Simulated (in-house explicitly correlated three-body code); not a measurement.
Computed with an exponentially correlated three-body code. Model: two electrons around a point charge, non-relativistic, variational in 260 exponentially correlated functions (energies converged to about 1e-7 hartree, or 1e-8 relative for large Z).

Command:
```bash
python run_hyl.py task.json out
```
Settings (lengths in bohr, energies in hartree):
```
Z                      5
screening              3.5
interaction_strength   1
functions              260
states_tried           1
```

Cost of the run: 4.4 s on 1 thread of Intel(R) Xeon(R) 6975P-C (Granite Rapids), with other jobs on the host.

**Ground state only, binding against the one-electron ion.**

Given: nuclear charge 5; Yukawa screening of all interactions 3.5 1/bohr.

Computed: one-electron threshold -1.7958389 hartree.

```json
{"term": "1 1S", "energy (hartree)": "-3.00833322", "binding (eV)": "32.994"}
```

**Converged states only, values per electron or pair (inverse distances are <exp(-kr)/r>).**

```json
{"term": "1 1S", "mean r (bohr)": "0.49513", "mean r squared (bohr²)": "0.36577", "mean inverse r (1/bohr)": "1.5771", "mean r12 (bohr)": "0.74781", "mean inverse r12 (1/bohr)": "0.50523", "mean cosine": "-0.016486", "mean p1 dot p2 (bohr⁻²)": "0.18096", "delta r1 (bohr⁻³)": "19.179", "delta r12 (bohr⁻³)": "1.2716"}
```
